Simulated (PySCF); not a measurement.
As: ionisation energy

As [Ar] 3d10 4s2 4p3 (4S) → As⁺ [Ar] 3d10 4s2 4p2 (3P), as a difference of total energies. All numbers are calculated (PySCF 2.14, the spin-free X2C one-electron Hamiltonian (Gaussian nucleus), in cc-pVDZ-DK). Correlated levels: valence: [Ar] 3d10 frozen. The calculations carry no spin-orbit coupling.

```csv
method,ionisation energy (eV),error (eV)
UHF,9.425,-0.583
M06-L,9.692,-0.316
r2SCAN,10.097,+0.089
MP2 (valence),9.753,-0.255
SCS-MP2 (valence),9.636,-0.372
CCSD (valence),9.704,-0.304
CCSD(T) (valence),9.707,-0.301
```

Reference: 10.008 eV (measured; NIST levels, between the centres of gravity of the two terms).

Errors of the correlated levels include the incompleteness of this basis and the frozen core.
